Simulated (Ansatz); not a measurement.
## Energy profile

The step: Si₄H₁₀O ([OH][Si]([SiH3])([SiH3])[SiH3]) + GeH₄ → GeSi₄H₁₂O ([SiH3][Si]([SiH3])([SiH3])[O][GeH3]) + H₂; bonds formed: Ge1–O4, H2–H3; bonds broken: Ge1–H2, H3–O4 (atoms numbered as in the saddle structure below).

```
atom    x (Å)    y (Å)    z (Å)
 Ge1  -0.2812   1.0018   2.7339
  H2   1.5034   0.4564   2.8662
  H3   1.3539   0.2100   1.8120
  O4   0.5311   0.2857   1.0217
 Si5   0.1270  -0.2006  -0.5426
 Si6   1.8467   0.4292  -2.0039
 Si7  -1.8546   0.8660  -1.1994
 Si8  -0.1841  -2.5233  -0.6190
  H9  -0.6416  -0.0033   3.8397
 H10  -1.5789   1.2092   1.8964
 H11   0.1373   2.3975   3.2251
 H12   1.5013  -0.0354  -3.3753
 H13   3.1362  -0.1928  -1.5964
 H14   2.0123   1.9080  -2.0207
 H15  -3.0373   0.3370  -0.4702
 H16  -1.7573   2.3341  -0.9793
 H17  -2.0417   0.6102  -2.6552
 H18  -0.5504  -2.9175  -2.0073
 H19   1.0587  -3.2430  -0.2281
 H20  -1.2807  -2.9293   0.3022
```

Electronic energies by CCSD(T) at an estimated basis limit (MP2 extrapolated from triple and quadruple zeta, plus CCSD(T) − MP2 in triple zeta), on PBE0-D4/def2-TZVP structures; GeSi4H14O, singlet; no counterpoise correction. Program: Ansatz 0.2.0. Basis: def2-TZVPP and def2-QZVPP. Cores are frozen in the correlated methods. Filled d shells of the heavier atoms are correlated. The def2 sets are not built for correlating such inner shells, so the correlated values are less sure here. Extrapolation: Hartree–Fock as exp(−7.88 √X), correlation as X^−2.97.

(1) Give the profile in kcal/mol, counted from the separated reactants. (Judge from chemistry; the value comes from the calculation.)

T1 diagnostic: at most 0.015.

Results:

(1) Computed:
| point | kcal/mol |
| --- | --- |
| separated: GeH4 (Ge1, H2, H9, H10, H11; singlet) + Si4H10O (linked as [OH][Si]([SiH3])([SiH3])[SiH3]; H3, O4, Si5, Si6, Si7, Si8, H12, H13, H14, H15, H16, H17, H18, H19, H20; singlet) | 0.00 |
| start structure | -2.78 |
| saddle | 45.40 |
| end structure | -5.70 |
| separated: GeSi4H12O (linked as [SiH3][Si]([SiH3])([SiH3])[O][GeH3]; Ge1, O4, Si5, Si6, Si7, Si8, H9, H10, H11, H12, H13, H14, H15, H16, H17, H18, H19, H20; singlet) + H2 (H2, H3; singlet) | -4.85 |

For scale, one of the runs: CCSD(T)/def2-TZVPP, 443 basis functions, launched by `ansatz run in.yaml --threads 4 --pin off --events-out ev --progress --plain --max-ram 41984MiB --backend cuda --devices 0, --max-vram 37GiB`. Time: 43 s of wall clock on 4 CPU threads of an AMD EPYC 7R13 and a share of one NVIDIA H100; the host was shared. Peak host memory: 1.9 GiB.
